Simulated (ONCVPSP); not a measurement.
Configuration tests for manganese (ONCV)

* Element: manganese (Mn)
* Generator: ONCVPSP 4.0.1
* Type: optimised norm-conserving Vanderbilt (ONCV)
* Functional: PBE
* Relativity: scalar-relativistic
* Frozen core: [Ar]
* Valence charge: 7
* Reference configuration: 3d5 4s2
* Partial waves: 4s: rc 2.40 bohr, ncon 4, nbas 7, qcut 3.2 1/bohr, 2 projectors, debl 1.1 Ha; p scattering state at 0.35 Ha: rc 1.90 bohr, ncon 4, nbas 8, qcut 4.8 1/bohr, 2 projectors, debl 0.9 Ha; 3d: rc 2.05 bohr, ncon 5, nbas 10, qcut 6.1 1/bohr, 2 projectors, debl 2.4 Ha
* Local potential: polynomial inside 1.70 bohr (lpopt 5, dvloc0 0 Ha)
* Core correction: Teter function, fcfact 5.75, rcfact 1.5

Energies are relative to the spin-unpolarised reference configuration 3d5 4s2; without spin polarisation the order of configurations can differ from experiment.

Give the all-electron excitation energy and the error of the potential for: 3d5 4s1; 3d5 4s0; 3d4 4s0; 3d5 4s1 4p1.

```tsv
valence configuration	charge	ΔE all-electron (eV)	error AE − PS (meV)
3d5 4s1	+1	8.416	-17
3d5 4s0	+2	24.015	-140
3d4 4s0	+3	56.534	-237
3d5 4s1 4p1	0	3.858	-7.3
```

Levels in the configuration 3d5 4s0:

```tsv
level	all-electron (eV)	pseudo (eV)
3d	-24.318	-24.467
```

Note: ghosts flagged at negative energy: p at -43.6 eV; GHOST(+) flagged for s at 42.5 eV. A true bound ghost makes a file unfit for plane-wave use.
